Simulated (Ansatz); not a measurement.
`CCCCCCCCB(O)O`, relaxed as a singlet with RKS PBE0-D4/def2-SVP in Ansatz, starting from the GFN2-xTB geometry. Force threshold 0.03 eV/Å.

Start:

Cartesian coordinates in Å:
```
C -1.7948 -1.0582 -4.5016
C -1.7120 -1.0094 -2.9813
C -0.2744 -0.8709 -2.4864
C -0.2035 -0.8249 -0.9618
C 1.2301 -0.6938 -0.4539
C 1.3334 -0.6657 1.0720
C 0.7672 0.6075 1.6969
C 0.9754 0.6403 3.2173
B 0.4033 1.9787 3.8745
O 1.2753 2.8523 4.4347
O -0.9350 2.1935 3.8319
H -1.2275 -1.9023 -4.8876
H -2.8280 -1.1607 -4.8259
H -1.3886 -0.1466 -4.9344
H -2.2976 -0.1639 -2.6139
H -2.1499 -1.9195 -2.5648
H 0.3183 -1.7105 -2.8572
H 0.1608 0.0440 -2.8955
H -0.6479 -1.7359 -0.5541
H -0.7962 0.0199 -0.6084
H 1.8111 -1.5402 -0.8288
H 1.6757 0.2168 -0.8611
H 0.8119 -1.5320 1.4850
H 2.3864 -0.7500 1.3515
H -0.3013 0.6804 1.4959
H 1.2536 1.4770 1.2490
H 0.4682 -0.2243 3.6488
H 2.0381 0.5341 3.4355
H 0.9130 3.6574 4.8080
H -1.2651 3.0072 4.2155
```

| step | energy (eV) | largest force component (eV/Å) | SCF passes |
| --- | --- | --- | --- |
| 1 | -13355.2969 | 0.943 | 16 |
| 2 | -13355.3768 | 0.301 | 19 |
| 3 | -13355.3882 | 0.126 | 20 |
| 4 | -13355.3903 | 0.077 | 20 |
| 5 | -13355.3912 | 0.040 | 14 |
| 6 | -13355.3917 | 0.019 | 20 |

Force components are those of the run's own axes.

End:

| atom | x (Å) | y (Å) | z (Å) |
| --- | --- | --- | --- |
| C1 | -1.8064 | -1.0642 | -4.5192 |
| C2 | -1.7221 | -1.0022 | -3.0032 |
| C3 | -0.2988 | -0.8782 | -2.4786 |
| C4 | -0.2041 | -0.8051 | -0.9621 |
| C5 | 1.2254 | -0.7036 | -0.4469 |
| C6 | 1.3566 | -0.6520 | 1.0711 |
| C7 | 0.7982 | 0.6091 | 1.7183 |
| C8 | 0.9947 | 0.6546 | 3.2353 |
| B9 | 0.4056 | 1.9625 | 3.8812 |
| O10 | 1.2596 | 2.8585 | 4.4619 |
| O11 | -0.9466 | 2.1585 | 3.8123 |
| H12 | -1.2461 | -1.9263 | -4.9159 |
| H13 | -2.8464 | -1.1564 | -4.8675 |
| H14 | -1.3809 | -0.1584 | -4.9807 |
| H15 | -2.3197 | -0.1503 | -2.6326 |
| H16 | -2.1901 | -1.9032 | -2.5681 |
| H17 | 0.2996 | -1.7339 | -2.8423 |
| H18 | 0.1745 | 0.0198 | -2.9169 |
| H19 | -0.6850 | -1.6979 | -0.5216 |
| H20 | -0.7961 | 0.0564 | -0.6067 |
| H21 | 1.8001 | -1.5656 | -0.8293 |
| H22 | 1.7068 | 0.1908 | -0.8840 |
| H23 | 0.8595 | -1.5353 | 1.5130 |
| H24 | 2.4226 | -0.7440 | 1.3436 |
| H25 | -0.2769 | 0.7070 | 1.4928 |
| H26 | 1.2823 | 1.4884 | 1.2542 |
| H27 | 0.4904 | -0.2185 | 3.6873 |
| H28 | 2.0651 | 0.5633 | 3.4816 |
| H29 | 0.8447 | 3.6464 | 4.8259 |
| H30 | -1.2665 | 2.9796 | 4.1971 |

By distances, no bond broke or formed. The bond that changes most is C8–B9, from 1.60 to 1.57 Å (atoms count from 1).

No frequencies were taken in this run, so the end may be a saddle point.

Run time 57 s (4 threads of Arm Neoverse V1 on a shared host), peak host memory 1 GiB.
